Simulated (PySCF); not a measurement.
Method: PBE0-D4/def2-TZVP // PBE0-D4/def2-SVP (PySCF). Isolated molecules, 0 K electronic values unless said otherwise. One relaxed conformer stands for a flexible species; it need not be the lowest. Excitations are Tamm–Dancoff values on a coarser integration grid. The basis has no diffuse functions, so Rydberg states are missing or too high.

Reference species (SMILES): `[F][Sn]([F])([F])[F]` (neutral, multiplicity 1).

```yaml
S1 excitation (TDA): 6.59 eV
LUMO: -3.94 eV
S1 oscillator strength: 0.000
HOMO–LUMO gap: 8.45 eV
```

Changed species: `C[CH2][Sn]([CH2]C)([F])[F]` (C–C–Sn–F torsion 17°, F–Sn–C–C torsion 46°) (2 of 4 F replaced by C2H5; the reference has 0 of 4 F replaced by C2H5).

Question: What does the change do to the S1 excitation (TDA), LUMO, S1 oscillator strength and HOMO–LUMO gap?

Answer: the S1 excitation (TDA) rises by 0.11 eV, to 6.70 eV; the LUMO rises by 3.39 eV, to -0.55 eV; the S1 oscillator strength stays essentially unchanged; the HOMO–LUMO gap falls by 1.03 eV, to 7.42 eV.
